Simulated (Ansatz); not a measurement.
Consider the atomization: `O[SiH](O)C#C[SiH3]` → 2 C• + 6 H• + 2 O• + 2 Si•.

Program: Ansatz. Geometries: PBE0-D4/def2-TZVP. ΔE: electronic, gas phase. CBS: MP2 limit from def2 TZ/QZ plus the TZ coupled-cluster correction, frozen cores. This one scheme is used for every species, atoms too. Functionals use def2-TZVPP. B3LYP here is the variant with VWN-RPA as its local correlation; programs differ in this. Open shells (•) are unrestricted, without spin–orbit coupling. Spin–orbit coupling would lower the free atoms: a little for C, O, Si. Each species was taken in one conformer, which may not be the lowest.

Q: What is ΔE at CCSD(T)/CBS? (Estimate.)

A: Computed: +48.97 eV.

Q: What do these levels give: LDA (SPW92), PBE0-D4, B3LYP-D4, r2SCANh-D4, PBE-QIDH, r2SCAN, r2SCAN0, CAM-B3LYP, LC-ωPBE, MP2/cc-pV(T+d)Z, CCSD/CBS(cc), CCSD(T)/CBS(cc)? (An estimate is asked.)

A: The calculation gave: LDA (SPW92) 55.43, PBE0-D4 48.38, B3LYP-D4 48.62, r2SCANh-D4 48.45, PBE-QIDH 48.29, r2SCAN 48.76, r2SCAN0 47.81, CAM-B3LYP 48.65, LC-ωPBE 48.31, MP2/cc-pV(T+d)Z 48.62, CCSD/CBS(cc) 48.23, CCSD(T)/CBS(cc) 49.04 eV.

Largest T1 diagnostic among the species: 0.013.

The D4 term adds +0.43 eV with B3LYP and +0.23 eV with PBE0; it sums over pairs of atoms, weighted by their polarisabilities, and B3LYP, whose exchange is more repulsive, gets the larger term. From PBE to PBE0 (25 % exact exchange), in def2-TZVPP and without D4, ΔE moves by −0.93 eV: exact exchange takes away binding that semilocal exchange gives to molecules.

For atomizations the MP2-based limit and the directly extrapolated one differ by several kJ/mol either way, and by 10 to 25 for some Ge, Se and Sn compounds, so smaller differences from it don't rank the levels.
